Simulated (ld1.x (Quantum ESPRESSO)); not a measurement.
## cobalt (Co): excitation energies, all-electron against RRKJ

ld1.x (Quantum ESPRESSO) 7.5 input, shortened:

```
&input
   title='Co', zed=27., rel=1, dft='PBE', iswitch=3,
   config='[Ar] 3d7 4s2 4p0 4f-2'
 /
 &inputp
   pseudotype=2, tm=.false., rho0=0.02, lloc=1,
   nlcc=.false.
 /
4
3S  1  0   2.00   0.00  1.10  1.10  0.0
3D  3  2   7.00   0.00  1.70  1.70  0.0
4F  4  3  -2.00   0.30  1.30  1.30  0.0
3P  2  1   6.00   0.00  1.30  1.30  0.0
 &test
   configts(1)='3s2 3p6 3d7 4s2 4p0'
 /
```

Occupied shells without a wave of their own: 4s. They enter only through the test configuration that unscreens the potential.

Energies are relative to the spin-unpolarised reference configuration 3s2 3p6 3d7 4s2 4p0; without spin polarisation the order of configurations can differ from experiment.

```json
{"valence configuration": "3s2 3p6 3d7 4s1 4p0", "charge": "+1", "ΔE all-electron (eV)": "9.030", "error AE − PS (meV)": "-66"}
{"valence configuration": "3s2 3p6 3d7 4s0 4p0", "charge": "+2", "ΔE all-electron (eV)": "25.816", "error AE − PS (meV)": "-165"}
{"valence configuration": "3s2 3p6 3d6 4s0 4p0", "charge": "+3", "ΔE all-electron (eV)": "61.686", "error AE − PS (meV)": "-275"}
{"valence configuration": "3s2 3p6 3d6 4s2 4p1", "charge": "0", "ΔE all-electron (eV)": "9.660", "error AE − PS (meV)": "+133"}
{"valence configuration": "3s2 3p6 3d7.5 4s1.5 4p0", "charge": "0", "ΔE all-electron (eV)": "-0.960", "error AE − PS (meV)": "-9.1"}
{"valence configuration": "3s2 3p6 3d6 4s2 4p0", "charge": "+1", "ΔE all-electron (eV)": "15.182", "error AE − PS (meV)": "+94"}
```

Problem. What are ΔE and the potential's error for 3s2 3p6 3d7 4s0 4p2?

Solution. ΔE = 8.979 eV all-electron; the error (AE − PS) is -77 meV.

ld1.x printed “convergence not achieved” for 1 of the counted tests; its residual had stalled under 1e-8, short of the target of 1e-14. The 4s level has no wave, so the channel is fitted at the deeper level alone: the likely source of the large errors.
